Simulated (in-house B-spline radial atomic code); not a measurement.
## I³⁺: [Ar] 3d9 4s2 4p6 4d10 5s2 5p2 9g1 (an excited or competing configuration)

All numbers are computed (Dirac-Hartree-Fock, average of configuration; Fermi nucleus of rms radius 4.75 fm) with an all-electron radial atomic-structure program (B-spline basis), not measured.

Z_r = [3n² - l(l+1)]/(2<r>); Z_e = n√(-2ε); the last column is Slater's effective charge. Values are occupation-weighted means over j. An effective charge above Z reflects the relativistic contraction of the inner shells.

```tsv
shell	electrons	ε (eV)	<r> (bohr)	Z_r	Z_e	Slater
1s	2	-33457	0.02722	55.11	49.59	52.70
2s	2	-5348.5	0.1165	51.49	39.65	48.85
2p	6	-4810.1	0.1023	48.89	37.61	48.85
3s	2	-1182	0.3104	43.49	27.96	41.75
3p	6	-1001.7	0.3082	40.55	25.74	41.75
3d	9	-734.69	0.2872	36.56	22.05	32.20
4s	2	-269.72	0.7265	33.03	17.81	26.10
4p	6	-209.35	0.7733	29.74	15.69	26.10
4d	10	-117.74	0.871	24.11	11.77	14.85
5s	2	-64.757	1.754	21.38	10.91	9.65
5p	2	-51.238	1.974	18.49	9.70	9.65
9g	1	-2.7003	27.7	4.03	4.01	-
```

The least bound orbital is 9g7/2 at -2.7 eV, and it is also the most diffuse (<r> = 27.7 bohr). The part-filled 3d shell lies below the filled 5s shell in orbital energy.

Spin-orbit splittings of the orbital energies (j = l + 1/2 above j = l - 1/2 when positive): 2p 300 eV, 3p 58.86 eV, 3d 12.26 eV, 4p 12.04 eV, 4d 2.011 eV, 5p 1.732 eV, 9g -9.433e-05 eV.

For the 1s electron the small component carries 3.81 % of the norm, the zero-frequency Breit interaction raises the level by 81.89 eV, self-energy by 46.84 eV, and vacuum polarisation lowers it by 6.463 eV.
